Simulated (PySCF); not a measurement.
# TDDFT excited states: C2H11NO2Si2

C2H11NO2Si2.
Atom-mapped SMILES: `[CH3:1][O:2][CH2:3][Si@H:4]([NH2:5])[O:6][SiH3:7]` (hydrogens: H8, H9, H10 on C1; H11, H12 on C3; H13 on Si4; H14, H15 on N5; H16, H17, H18 on Si7)

Computed, not measured: PySCF, TDDFT PBE0/def2-SVPD, vertical, gas phase, core orbitals frozen in the response. Geometry: GFN2-xTB, one conformer, isolated molecule. Torsions of this conformer, `[CH3:1][O:2][CH2:3][Si@H:4]([NH2:5])[O:6][SiH3:7]`: C1–O2–C3–Si4 178°, O2–C3–Si4–N5 48°, C3–Si4–O6–Si7 44°, H–N5–Si4–C3 -26°, H–N5–Si4–C3 -168°.

| state | E (eV) | λ (nm) | f | main configurations (H = HOMO, L = LUMO) |
| --- | --- | --- | --- | --- |
| S1 | 6.61 | 187.7 | 0.033 | H→L (87%) |
| S2 | 6.77 | 183.2 | 0.027 | H-1→L (85%) |
| S3 | 7.13 | 173.8 | 0.0021 | H-2→L (90%) |
| S4 | 7.25 | 170.9 | 0.0041 | H→L+1 (45%), H→L+2 (22%), H-3→L (11%) |
| S5 | 7.37 | 168.3 | 0.033 | H→L+2 (40%), H-1→L+1 (21%), H→L+1 (17%) |
| S6 | 7.51 | 165.1 | 0.0017 | H-1→L+1 (50%), H→L+2 (16%), H→L+1 (12%) |
| S7 | 7.55 | 164.3 | 0.0052 | H-1→L+2 (69%), H→L+1 (8%) |
| S8 | 7.65 | 162.1 | 0.014 | H-3→L (73%) |

Triplets (Tamm–Dancoff): T1 6.32 eV, H→L (73%), H→L+2 (13%); T2 6.56 eV, H-1→L (69%); T3 6.88 eV, H-2→L (79%).

The lowest singlet comes at 188 nm (637 kJ/mol) in the vacuum ultraviolet; it is of moderate strength; its leading configuration is HOMO→LUMO (87%). The largest oscillator strength of a single state is 0.033. Löwdin shares by element: HOMO nitrogen 51%, oxygen 19%, silicon 7% or more (atoms not listed hold the other 24%); LUMO silicon 40%, hydrogen 15% or more (atoms not listed hold the other 45%). Of the 8 states listed, 4 reach f = 0.01 and none stays under 0.0005. Weighted by f, the mean energy of these states is 7.06 eV. The oscillator strengths of these states sum to 0.121; summed over the whole spectrum of an exact calculation they would give the number of electrons, 74 (Thomas–Reiche–Kuhn). The window holds the lowest 8 singlets.

Without π bonds the low states are Rydberg-like; a valence basis with one diffuse set may place them up to an eV too high.
